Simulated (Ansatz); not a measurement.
Nudged elastic band run: CH5ClZn

The input (input.yaml):

```yaml
crystal:
  periodic: [false, false, false]
  atoms:
    - { symbol: Zn, position_ang: [0.132647, 0.617605, -0.498481] }
    - { symbol: H, position_ang: [-0.658983, 1.778449, -1.200348] }
    - { symbol: C, position_ang: [1.217459, -0.771803, 0.310755] }
    - { symbol: H, position_ang: [-2.205035, 1.205542, -0.41843] }
    - { symbol: Cl, position_ang: [-2.793391, 0.345796, 0.369881] }
    - { symbol: H, position_ang: [2.035629, -0.347413, 0.914755] }
    - { symbol: H, position_ang: [1.670257, -1.426969, -0.450899] }
    - { symbol: H, position_ang: [0.601418, -1.401207, 0.972667] }
basis:
  gaussian: { orbitals: def2-SVP }
hamiltonian:
  xc: pbe0
  dispersion: d4
neb:
  order_check: false
  images: 7
  f_tol: 0.05
  max_iterations: 60
  spring: 0.5
  final_atoms:
    - { symbol: Zn, position_ang: [-0.74292128, -0.42310646, 0.47583326] }
    - { symbol: H, position_ang: [-0.76140089, 2.21409442, -1.48159064] }
    - { symbol: C, position_ang: [1.13282772, -0.86685369, 0.40023183] }
    - { symbol: H, position_ang: [-1.35266798, 1.8949956, -1.12016112] }
    - { symbol: Cl, position_ang: [-2.81172096, 0.04745334, 0.5730568] }
    - { symbol: H, position_ang: [1.74778967, -0.00870168, 0.71207033] }
    - { symbol: H, position_ang: [1.4257682, -1.14400975, -0.62408289] }
    - { symbol: H, position_ang: [1.36232651, -1.71387179, 1.06454242] }
  initial_path:
    images:
      - { positions_ang: [[0.132647, 0.617605, -0.498481], [-0.658983, 1.778449, -1.200348], [1.217459, -0.771803, 0.310755], [-2.205035, 1.205542, -0.41843], [-2.793391, 0.345796, 0.369881], [2.035629, -0.347413, 0.914755], [1.670257, -1.426969, -0.450899], [0.601418, -1.401207, 0.972667]] }
      - { positions_ang: [[0.02592563, 0.52487054, -0.40156256], [-0.74969255, 1.79102531, -1.18341959], [1.23793309, -0.79807793, 0.32652513], [-2.12403562, 1.29259347, -0.50180067], [-2.81395218, 0.38285007, 0.33717206], [2.04469015, -0.32400103, 0.88761573], [1.6756103, -1.4094432, -0.46671466], [0.70352218, -1.45981722, 1.00208456]] }
      - { positions_ang: [[-0.08079573, 0.43213608, -0.30464412], [-0.84040209, 1.80360163, -1.16649118], [1.25840718, -0.82435286, 0.34229526], [-2.04303624, 1.37964494, -0.58517135], [-2.83451336, 0.41990413, 0.30446312], [2.0537513, -0.30058906, 0.86047647], [1.6809636, -1.39191741, -0.48253032], [0.80562636, -1.51842744, 1.03150212]] }
      - { positions_ang: [[-0.1875171, 0.33940161, -0.20772568], [-0.93111164, 1.81617794, -1.14956277], [1.27888127, -0.85062779, 0.3580654], [-1.96203687, 1.4666964, -0.66854202], [-2.85507453, 0.4569582, 0.27175418], [2.06281244, -0.2771771, 0.8333372], [1.68631689, -1.37439161, -0.49834599], [0.90773054, -1.57703766, 1.06091969]] }
      - { positions_ang: [[-0.29423847, 0.24666715, -0.11080725], [-1.02182119, 1.82875425, -1.13263435], [1.29935536, -0.87690272, 0.37383553], [-1.88103749, 1.55374787, -0.7519127], [-2.87563571, 0.49401226, 0.23904524], [2.07187359, -0.25376513, 0.80619793], [1.69167019, -1.35686581, -0.51416165], [1.00983472, -1.63564788, 1.09033725]] }
      - { positions_ang: [[-0.40640917, 0.07922375, 0.03585288], [-0.95671611, 1.9250893, -1.21987343], [1.25772345, -0.87439046, 0.3804346], [-1.74894511, 1.6390598, -0.8439748], [-2.85965703, 0.38237253, 0.32254813], [1.99085261, -0.19249927, 0.78266603], [1.62519469, -1.3036518, -0.54164196], [1.09795766, -1.65520385, 1.08388854]] }
      - { positions_ang: [[-0.51857987, -0.08821965, 0.18251301], [-0.89161104, 2.02142434, -1.3071125], [1.21609154, -0.8718782, 0.38703368], [-1.61685273, 1.72437174, -0.93603691], [-2.84367834, 0.2707328, 0.40605102], [1.90983163, -0.13123341, 0.75913413], [1.5587192, -1.25043778, -0.56912227], [1.18608061, -1.67475983, 1.07743983]] }
      - { positions_ang: [[-0.63075058, -0.25566306, 0.32917313], [-0.82650596, 2.11775938, -1.39435157], [1.17445963, -0.86936595, 0.39363275], [-1.48476035, 1.80968367, -1.02809901], [-2.82769965, 0.15909307, 0.48955391], [1.82881065, -0.06996754, 0.73560223], [1.4922437, -1.19722377, -0.59660258], [1.27420356, -1.69431581, 1.07099113]] }
      - { positions_ang: [[-0.74292128, -0.42310646, 0.47583326], [-0.76140089, 2.21409442, -1.48159064], [1.13282772, -0.86685369, 0.40023183], [-1.35266798, 1.8949956, -1.12016112], [-2.81172096, 0.04745334, 0.5730568], [1.74778967, -0.00870168, 0.71207033], [1.4257682, -1.14400975, -0.62408289], [1.36232651, -1.71387179, 1.06454242]] }
```

Run as:

```bash
$ ansatz run input.yaml --threads 2 --pin off --max-ram 3072MiB --backend cpu --events-out ev --progress --plain --runs-dir out
```

Output, in part (warnings, iteration lines, the closing report on the highest movable image, with atoms numbered from 0):

```
NEB end point (image 0): max|allowed force component| = 5.258e-3 eV/Å (the criterion of neb.relax_end_points is 1.000e-2)
NEB end point (image 8): max|allowed force component| = 2.186e-3 eV/Å (the criterion of neb.relax_end_points is 1.000e-2)
NEB iter   1: max|band force component| = 2.020e0 eV/Å  barrier→ = 0.5353 eV  barrier← = 1.7009 eV  Δτ_max = 0.2000 Å  (231 SCF iters)
NEB iter   2: max|band force component| = 9.181e-1 eV/Å  barrier→ = 0.2676 eV  barrier← = 1.4332 eV  Δτ_max = 0.1972 Å  (201 SCF iters)
NEB iter   3: max|band force component| = 1.124e0 eV/Å  barrier→ = 0.1597 eV  barrier← = 1.3253 eV  Δτ_max = 0.0754 Å  (199 SCF iters)
NEB iter   4: max|band force component| = 4.506e-1 eV/Å  barrier→ = 0.1553 eV  barrier← = 1.3209 eV  CI = image 2  Δτ_max = 0.1015 Å  (201 SCF iters)
NEB iter   5: max|band force component| = 8.917e-1 eV/Å  barrier→ = 0.1757 eV  barrier← = 1.3413 eV  CI = image 2  Δτ_max = 0.0334 Å  (196 SCF iters)
NEB iter   6: max|band force component| = 1.422e-1 eV/Å  barrier→ = 0.1718 eV  barrier← = 1.3374 eV  CI = image 2  Δτ_max = 0.0217 Å  (187 SCF iters)
NEB iter   7: max|band force component| = 8.096e-2 eV/Å  barrier→ = 0.1713 eV  barrier← = 1.3370 eV  CI = image 2  Δτ_max = 0.0149 Å  (162 SCF iters)
NEB iter   8: max|band force component| = 2.875e-2 eV/Å  barrier→ = 0.1713 eV  barrier← = 1.3369 eV  CI = image 2  Δτ_max = 0.0000 Å  (341 SCF iters)
Total energy: -62036.54435502 eV, -2279.8009551668 hartree
Atom 0 at    -0.186214     0.434144    -0.283214 Å, force     0.007108    -0.003595     0.001284 eV/Å
Atom 1 at    -0.886057     1.724934    -1.095218 Å, force    -0.003106     0.000552     0.000142 eV/Å
Atom 2 at     1.187078    -0.788468     0.331287 Å, force    -0.005266     0.007146    -0.003665 eV/Å
Atom 3 at    -1.820051     1.315995    -0.587307 Å, force     0.003872     0.004283    -0.003834 eV/Å
Atom 4 at    -2.673791     0.415443     0.270271 Å, force    -0.002631    -0.003707     0.003088 eV/Å
Atom 5 at     2.000297    -0.245229     0.836798 Å, force    -0.001683    -0.002414     0.000260 eV/Å
Atom 6 at     1.622430    -1.345183    -0.512928 Å, force    -0.000942    -0.000786     0.002194 eV/Å
Atom 7 at     0.756309    -1.511634     1.040211 Å, force     0.002647    -0.001477     0.000532 eV/Å
Dipole moment:     0.367230     0.078820    -0.138851 e Å
```

It converged. Another band between the same ends (7 images) ends at a top of the same energy, where a vibrational analysis finds 2 clearly imaginary modes. The orbitals stay closed-shell, which can raise the energy where a bond breaks towards radicals; this wasn't checked here.

Final band (atoms are numbered from 1 in the order of the input):

| image | path coordinate (Å) | energy (eV) | Zn1–H2 (Å) | H4–Cl5 (Å) | Zn1–Cl5 (Å) |
| --- | --- | --- | --- | --- | --- |
| 0 | 0.00 | 0.000 | 1.57 | 1.31 | 3.06 |
| 1 | 0.38 | 0.046 | 1.59 | 1.34 | 2.83 |
| 2 | 0.76 | 0.171 | 1.68 | 1.51 | 2.55 |
| 3 | 1.11 | -0.135 | 1.83 | 1.82 | 2.36 |
| 4 | 1.46 | -0.625 | 2.07 | 2.11 | 2.22 |
| 5 | 1.80 | -0.914 | 2.34 | 2.36 | 2.16 |
| 6 | 2.15 | -1.066 | 2.62 | 2.54 | 2.14 |
| 7 | 2.49 | -1.144 | 2.92 | 2.70 | 2.13 |
| 8 | 2.84 | -1.166 | 3.28 | 2.90 | 2.12 |

Time of the run: 2.1 min on 2 threads of Arm Neoverse V1 (shared host), peak memory 0.18 GiB.
